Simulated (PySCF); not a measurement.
# Potential energy of ZrO along the bond

Set-up: PySCF, scalar-relativistic core potentials, basis sets Zr def2-TZVPP with ECP28, O def2-TZVPP. Energies in eV from Zr (4d2 5s2) + O in their ground configurations at the same level. State: ³Δ (triplet), unpaired electrons σ ↑, δ ↑.

```tsv
R (Å)	UHF-CCSD	UHF-CCSD(T)
1.549	-6.116	-6.427
1.618	-6.769	-7.122
1.669	-7.015	-7.400
1.721	-7.097	-7.515
1.773	-7.048	-7.500
1.841	-6.827	-7.325
1.927	-6.375	-6.921
2.031	-5.673	-6.206
```

Task: Put a parabola through the three lowest points of the UHF-CCSD curve and estimate Re, k and ωe (reduced mass 13.58 u; 1 eV/Å² = 0.16022 mdyn/Å; ωe = 1302.8·√(k/μ) cm⁻¹).

Result: Through R = 1.669, 1.721, 1.773 Å the second-order coefficient is 24.2 eV/Å², so Re ≈ 1.728 Å, k ≈ 7.76 mdyn/Å and ωe ≈ 985 cm⁻¹. A polynomial fit of higher order to the unrounded UHF-CCSD energies gives Re = 1.726 Å, k = 7.65 mdyn/Å, ωe = 978 cm⁻¹; anharmonicity and rounding make the difference.

The higher-order fit for each curve: UHF-CCSD: Re = 1.726 Å, ωe = 978 cm⁻¹, De = 7.10 eV; UHF-CCSD(T): Re = 1.740 Å, ωe = 940 cm⁻¹, De = 7.52 eV.

Correlated steps freeze 1 core orbital. The measured ground state is X ¹Σ+ (Huber and Herzberg, Constants of Diatomic Molecules (1979)), not the state shown. Spin–orbit coupling is left out, which matters for elements this heavy, above all for dissociation energies. With d or f electrons several states lie close, and the lowest PBE0 determinant need not be the measured ground state.
